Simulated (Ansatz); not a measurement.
Born–Oppenheimer molecular dynamics of Ge2H8O (11 atoms, charge 0, multiplicity 1). It starts at the highest image of a converged band. Of that band: Neighbouring images differ by up to 1.5 eV, so the band resolves the path poorly. A vibrational analysis at the climbing image gives one clearly imaginary mode, 1155i cm⁻¹: a first-order saddle point.

Method: Ansatz, RKS PBE-D4/def2-SVP.

```
ensemble                      : NVE (velocity Verlet)
time step                     : 0.5 fs
steps asked                   : 200
starting velocities drawn for : 100 K
seed                          : 3051
```

First frame:

```xyz
11
Properties=species:S:1:pos:R:3
Ge 0.171 -0.041 0.063
O -0.016 0.423 2.064
H -0.940 0.373 2.394
Ge 2.400 -0.158 -0.916
H 2.582 -1.448 -1.766
H 2.649 1.091 -1.798
H 3.435 -0.179 0.238
H -0.969 0.519 -0.834
H -0.273 -1.506 0.445
H 0.586 1.814 0.541
H 0.245 1.426 1.509
```

Task: What does the run give?

Result: The run went to its last step.

```yaml
steps_done: 200
time_covered: 100 fs
mean_temperature_over_the_second_half: 1006 K
spread_of_the_potential_energy_over_the_second_half: 11.0 meV per atom
mean_potential_energy_of_the_second_half_above_the_start: -95.8 meV per atom
```

The conserved energy stayed within 0.064 meV per atom of its start (net change -0.062 meV per atom), so the integration is sound. The kinetic energy rose, since the run started high on the potential surface and went downhill. It ends in pieces (Ge2H6O + H2), so much of that is their flight and rotation, not heat. A run of 0.1 ps of so small a system gives no equilibrium averages. The orbitals stay closed-shell, which can raise the energy where a bond breaks towards radicals; this wasn't checked here.

Task: What happens to the structure?

Result: Between its relaxed ends the band would form Ge1–H10, O2–H11 and break Ge1–O2, H10–H11. These pairs go: Ge1–H10 1.96 → 9.81 Å, O2–H11 1.18 → 9.07 Å, Ge1–O2 2.06 → 1.80 Å, H10–H11 1.10 → 0.77 Å. In the last frame they stand as before the step (other bonds may differ from the relaxed reactants and products). It ends as Ge2H6O + H2. Pairs count as bonded within 1.25 times the sum of covalent radii (0.12 Å more for H–H). This is one draw of velocities; another would differ in detail.

Task: How do temperature and energy run in time?

Result: 
| time (fs) | T (K) | potential energy less start (eV) | conserved less start (meV/atom) |
| --- | --- | --- | --- |
| 0 | 100 | 0.000 | 0.00 |
| 8 | 177 | -0.090 | 0.00 |
| 16 | 809 | -0.824 | 0.00 |
| 24 | 1231 | -1.316 | -0.01 |
| 32 | 1026 | -1.077 | 0.02 |
| 40 | 963 | -1.004 | 0.02 |
| 48 | 1066 | -1.124 | 0.01 |
| 56 | 1027 | -1.078 | 0.01 |
| 64 | 897 | -0.927 | 0.01 |
| 72 | 1041 | -1.095 | -0.01 |
| 80 | 1150 | -1.222 | -0.03 |
| 88 | 852 | -0.874 | -0.01 |
| 96 | 1049 | -1.105 | -0.04 |

Run time: 3.8 min on 4 threads of Arm Neoverse V1 (shared host), peak memory 0.18 GiB.
